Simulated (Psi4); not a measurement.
**BaO: a line through the functionals**

BaO has 2 atoms, charge 0, and is taken as a singlet. SMILES: `[O][Ba]`. Geometry: relaxed at PBE0-D4/def2-TZVP.

The vertical ionisation energy (to the doublet cation) y, in eV, basis def2-TZVP with a core potential; a is the functional's share of exact exchange. Programs: Psi4 1.11.

```
functional  program     a  y (eV)
    revPBE     Psi4     0    6.93
    r2SCAN     Psi4     0    6.67
     TPSSh     Psi4   0.1    6.64
     B3LYP     Psi4   0.2       ?
      PBE0     Psi4  0.25    6.69
     BHLYP     Psi4   0.5    6.28
```

Fit y = c + s·a to the known rows and predict B3LYP.


1. Means of the 5 rows: a = 0.1700, y = 6.642.
2. Σ(Δa)² = 0.178, Σ(Δa·Δy) = -0.1692, so the slope is -0.1692/0.178 = -0.95056.
3. Intercept: 6.642 − (-0.95056) × 0.1700 = 6.804. The largest residual of the fit is 0.13.
4. B3LYP: 6.804 + (-0.95056) × 0.2 = 6.61 eV.

The run gave 6.84 eV, so the prediction is off by -0.23 eV, more than the largest residual. The rows mix families of semi-local functionals, which the line can't see. Spin-orbit coupling is left out.
